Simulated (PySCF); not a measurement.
Species: C4H5ClF2.
Cartesian coordinates in Å at the PBE0-D3(BJ)/def2-SVP level; atoms count from 1:
```xyz
12
C4H5ClF2 angstrom
F     -2.2419    0.5411    1.3384
C     -1.0095    0.0795    0.9524
C     -0.5257    0.9079   -0.2006
C      0.5215    0.6696   -0.9907
Cl     0.9337    1.7577   -2.2825
C      1.4776   -0.4816   -0.9371
F      1.2198   -1.2961    0.1326
H     -0.3207    0.1541    1.8119
H     -1.0946   -0.9849    0.6858
H     -1.1089    1.8161   -0.3794
H      2.5099   -0.0981   -0.8603
H      1.4034   -1.0721   -1.8675
```

Computed, not measured: PySCF 2.14.0, PBE0-D3(BJ)/def2-SVP geometry optimisation, gas phase.

Masses are those of the commonest isotopes; rigid-rotor values at the optimised geometry. The values belong to one conformer with, in the numbering `[F:1][CH2:2]/[CH:3]=[C:4](/[Cl:5])[CH2:6][F:7]`, F1–C2–C3–C4 -169°, C3–C4–C6–F7 -4°.

**Question.** Give the principal moments of inertia and the rotational constants in GHz.

**Answer.** Ia = 182.21, Ib = 391.10, Ic = 566.06 u·Å²; 505379 MHz·u·Å²/I gives 2774, 1292 and 892.8 MHz, that is A = 2.7737, B = 1.2922, C = 0.8928 GHz.

**Question.** Classify the top.

**Answer.** An asymmetric top: κ = (2 × 1292 − 2774 − 892.8)/(2774 − 892.8) = -0.58.

**Question.** What does the inertial defect say?

**Answer.** Not planar: Δ = Ic − Ia − Ib = -7.24 u·Å². For a rigid frame Δ = −2 Σ m c², so Σ m c² = 3.62 u·Å² lies off the ab plane: 3.27 from hydrogen and 0.35 from heavier atoms. The atom farthest from that plane is 1.05 Å away.

**Question.** Give the other two planar moments, Paa and Pbb, and the rms extents of the mass along the axes.

**Answer.** Paa = Σ m a² = (Ib + Ic − Ia)/2 = 387.48 and Pbb = Σ m b² = (Ia + Ic − Ib)/2 = 178.58 u·Å². With the mass M = 126.00 u, the rms extents √(P/M) along a, b and c are 1.75, 1.19, 0.17 Å.

**Question.** Which lines would a microwave search look for?

**Answer.** The dipole components are |μa| = 1.32 D, |μb| = 1.16 D, |μc| = 0.11 D. Intensities carry the squares of the components, which stand as 1.00 : 0.77 : 0.01 (a : b : c). Some lines, for components of 0.1 D or more:

```csv
type,branch,"J(Ka,Kc)",MHz,lower level (cm⁻¹)
a,Q,"1(1,0) ← 1(1,1)",399,0.122
c,Q,"2(1,2) ← 2(0,2)",1152,0.216
a,Q,"2(1,1) ← 2(1,2)",1198,0.255
c,Q,"1(1,1) ← 1(0,1)",1481,0.073
b,Q,"1(1,0) ← 1(0,1)",1881,0.073
a,R,"1(0,1) ← 0(0,0)",2185,0.000
b,Q,"2(1,1) ← 2(0,2)",2351,0.216
b,R,"2(0,2) ← 1(1,1)",2818,0.122
b,R,"1(1,1) ← 0(0,0)",3666,0.000
a,R,"2(1,2) ← 1(1,1)",3971,0.122
c,R,"1(1,0) ← 0(0,0)",4066,0.000
a,R,"2(0,2) ← 1(0,1)",4300,0.073
c,Q,"2(2,1) ← 2(1,1)",4444,0.295
b,Q,"2(2,0) ← 2(1,1)",4515,0.295
a,R,"2(1,1) ← 1(1,0)",4769,0.136
b,R,"2(1,2) ← 1(0,1)",5452,0.073
b,Q,"2(2,1) ← 2(1,2)",5643,0.255
c,R,"2(1,1) ← 1(0,1)",6650,0.073
b,R,"2(2,1) ← 1(1,0)",9214,0.136
c,R,"2(2,0) ← 1(1,0)",9284,0.136
c,R,"2(2,1) ← 1(1,1)",9613,0.122
b,R,"2(2,0) ← 1(1,1)",9684,0.122
```

No frequency check. These are rigid-rotor constants of the computed structure; measured ground-state constants (B0) also hold zero-point vibration. Quadrupole hyperfine structure (35Cl) is left out.
